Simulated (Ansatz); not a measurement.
`SC[S][GeH3]` + H₂ → `C[S][GeH3]` + H₂S  (hydrogenolysis of a C–S bond)

Isolated molecules relaxed with PBE0-D4/def2-TZVP in Ansatz; ΔE leaves out vibrations. CBS: MP2 limit from def2 TZ/QZ plus the TZ coupled-cluster correction, frozen cores. This one scheme is used for every species. DFT in def2-TZVPP. For Ge outer-core shells are correlated without core-valence functions, which leaves a few kJ/mol of doubt a bond. Scalar relativity is left out up to krypton. One conformer a species, not always the lowest.

```csv
level,ΔE (kJ/mol)
PBE-D4,-67.7
r2SCAN-D4,-73.9
PBE,-76.0
r2SCAN,-75.8
PBE0,-81.1
HF/CBS(def2),-103.3
MP2/CBS(def2),-64.2
CCSD/CBS(def2),-78.9
```

What does CCSD(T)/CBS give? (Estimate.)

Ansatz gave: -72.3 kJ/mol. The listed levels differ from it by 4.6, -1.6, -3.7, -3.5, -8.8, -31.0, 8.1, -6.6 kJ/mol.

Largest T1 diagnostic among the species: 0.011.

The D4 term adds +13.6 kJ/mol with B3LYP and +7.2 kJ/mol with PBE0; it sums over pairs of atoms, weighted by their polarisabilities, and B3LYP, whose exchange is more repulsive, gets the larger term. From PBE to PBE0 (25 % exact exchange), in def2-TZVPP and without D4, ΔE moves by −5.2 kJ/mol.

B3LYP here is the variant with VWN-RPA as its local correlation; programs differ in this.
